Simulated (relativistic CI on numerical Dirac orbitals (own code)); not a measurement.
**Hyperfine structure of Hg XLIII, mass number 199**

Method of calculation: Dirac-Coulomb-Breit CI, KLI orbitals optimised for each configuration, a model potential for QED, unscaled Slater integrals (own radial code, finite nucleus).

Configuration list (outside the closed core [Ar] 3d10): 4s²4p⁶4d², 4s²4p⁶4d4f, 4s²4p⁵4d³, 4s4p⁶4d³, 4s²4p⁵4d²4f, 4s4p⁶4d²4f, 4s²4p⁶4d5s, 4s²4p⁶4f5s, 4s²4p⁶4d5p, 4s²4p⁶4f², 4s²4p⁵4f³, 4s4p⁶4f³, 4s²4p⁶4f5p, 4s²4p⁵4f²5p, 4s4p⁶4f²5p. Double excitations out of closed p, d and f shells are left out; levels of such configurations are missing from the list, as are those of other unlisted configurations, and high levels can miss mixing partners.

Nuclear spin I = 1/2, μ = 0.5039 μN (tables of Stone and Pyykkö). The electronic factors are computed for point nuclear moments, without core polarisation or the Bohr-Weisskopf and QED corrections.

```csv
Level,E (cm⁻¹),A (MHz)
4s²4p⁶4d² ³F2,0,38690
4s²4p⁶4d² ³F3,218227,21880
4s²4p⁶4d² ³P1,267186,-2095
4s²4p⁶4d² ¹G4,267670,23390
4s²4p⁶4d² ³F4,466705,15530
```

Levels with J = 0, under 50 % of one LS term, or S terms without an open s electron are left out. Small factors come from cancelling terms and can be off by tens of per cent or more.

At this charge energies of transitions that change n are usually good to better than 1 %, and those within a shell (Δn = 0) to a few per cent.

Give the hyperfine levels of 4s²4p⁶4d² ³F2 relative to its centre of gravity.

With K = F(F + 1) − I(I + 1) − J(J + 1), E = AK/2: F = 3/2: -58040, F = 5/2: 38690 MHz.

LS names give the leading component of a level, which can be under half, so a name can repeat, a term be missing and a line seem to break the LS rules.
